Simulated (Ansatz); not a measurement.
Consider the redistribution: `S[SiH](Cl)CCl` + `BO[SiH](N)[SiH3]` → `BO[SiH](S)Cl` + `N[SiH]([SiH3])CCl`.

Isolated molecules relaxed with PBE0-D4/def2-TZVP in Ansatz; ΔE leaves out vibrations. CCSD(T)/CBS adds triple-zeta CCSD(T) − MP2 to the extrapolated MP2 energy (def2 sets, frozen cores). DFT in def2-TZVPP. B3LYP here is the variant with VWN-RPA as its local correlation; programs differ in this. Each species was taken in one conformer, which may not be the lowest.

Is it downhill or uphill in electronic energy at CCSD(T)/CBS, and by how much? (Estimate.)

The calculation gave: Uphill: ΔE = +9.4 kJ/mol.

What do these levels give: r2SCAN-D4, B3LYP-D4, HF/def2-TZVPP, MP2/def2-TZVPP, MP2/def2-QZVPP, MP2/CBS(def2)? (Estimate.)

The calculation gave: r2SCAN-D4 9.4, B3LYP-D4 8.5, HF/def2-TZVPP 3.2, MP2/def2-TZVPP 10.0, MP2/def2-QZVPP 9.8, MP2/CBS(def2) 9.9 kJ/mol.

Largest T1 diagnostic among the species: 0.013.

In def2-TZVPP, CCSD(T) changes the Hartree–Fock value by +6.4 kJ/mol (the triples alone add +1.2 kJ/mol) and MP2 by +6.8 kJ/mol.
